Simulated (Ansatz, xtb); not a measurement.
F2GaGeH2N: which of two structures lies lower

Structure X: a singlet given by its coordinates. Structure Y: a singlet given by its coordinates. Both are isolated molecules in the gas phase, relaxed with B3LYP-D3(BJ)/def2-SVP.

X (Å):

```json
{"atom": "F", "x (Å)": "-0.8303", "y (Å)": "-2.5254", "z (Å)": "0.9468"}
{"atom": "F", "x (Å)": "-1.4661", "y (Å)": "2.9019", "z (Å)": "1.8795"}
{"atom": "Ga", "x (Å)": "-0.1269", "y (Å)": "-1.0711", "z (Å)": "0.2467"}
{"atom": "Ge", "x (Å)": "-0.3670", "y (Å)": "2.2384", "z (Å)": "0.6549"}
{"atom": "N", "x (Å)": "-0.7686", "y (Å)": "0.4719", "z (Å)": "1.0130"}
{"atom": "H", "x (Å)": "-1.4592", "y (Å)": "0.3383", "z (Å)": "1.7579"}
{"atom": "H", "x (Å)": "0.9144", "y (Å)": "-1.2061", "z (Å)": "-0.8915"}
```

Close contacts (Å): F1–Ga3 1.76, F2–Ge4 1.77, Ga3–N5 1.84, Ge4–N5 1.85, Ga3–H7 1.55, N5–H6 1.02.

Y (Å):

```xyz
7

F     0.7496   -1.8724    2.6108
F    -0.0033    1.8559   -0.9424
Ga   -1.3088    1.1102   -0.0227
Ge    1.1343   -0.6613    1.3664
N    -0.6320   -0.1542    1.1219
H    -1.2910   -0.6632    1.7164
H    -2.7665    1.5737   -0.2685
```

Close contacts (Å): F1–Ge4 1.78, F2–Ga3 1.76, Ga3–N5 1.83, Ge4–N5 1.85, Ga3–H7 1.55, N5–H6 1.02.

Energies in hartree; the thermal terms are from B3LYP-D3(BJ)/def2-SVP harmonic frequencies (ideal gas, rigid rotor, one conformer each, 298.15 K, 1 atm) and include the zero-point energy:

```
                               X            Y
E, CCSD(T)/def2-SVP  −4253.492550  −4253.492648
    E, MP2/def2-SVP  −4253.467818  −4253.467646
  E, MP2/def2-TZVPP  −4254.511119  −4254.511649
  zero-point energy      0.026580      0.026536
       H(298 K) − E      0.034919      0.034852
       G(298 K) − E     −0.007762     −0.007820
```

**Question.** Correct the CCSD(T) difference for the basis set by the MP2 change, then work out ΔE, ΔE₀, ΔH and ΔG for X → Y in kJ/mol (1 Eh = 2625.50 kJ/mol) and the equilibrium ratio [Y]/[X].

**Answer.** 1. Differences Y − X: CCSD(T) −0.000098, MP2 in the small set +0.000172, MP2 in the large set −0.000530 Eh.
2. ΔE = −0.000098 + (−0.000530 − (+0.000172)) = −0.000800 Eh = −2.10 kJ/mol.
3. ΔE₀ = ΔE + ΔZPE = −0.000800 + (−0.000044) Eh = −2.22 kJ/mol.
4. ΔH = ΔE + (−0.000067) Eh = −2.28 kJ/mol.
5. ΔG = ΔE + (−0.000058) Eh = −2.25 kJ/mol, so ΔS = (ΔH − ΔG)/T = −0.1 J/(mol K).
6. kT = 0.9442 mEh, so K = [Y]/[X] = exp(−ΔG/kT) = exp(+0.91) ≈ 2.5.

The two are too close for this level to say which is favoured. An error of 4 kJ/mol in ΔG would change K by a factor of 5. Mirror images and further conformers aren't counted.

Other levels gave ΔE = −1.6 (B3LYP-D3(BJ)/def2-SVP); −1.6 (HF/def2-SVP); +0.5 (MP2/def2-SVP); −0.3 (CCSD(T)/def2-SVP) kJ/mol. The correlated steps freeze 21 core orbitals; the filled d shell of Ga and Ge is correlated, in a basis made for valence electrons. Programs: Ansatz 0.2.0.
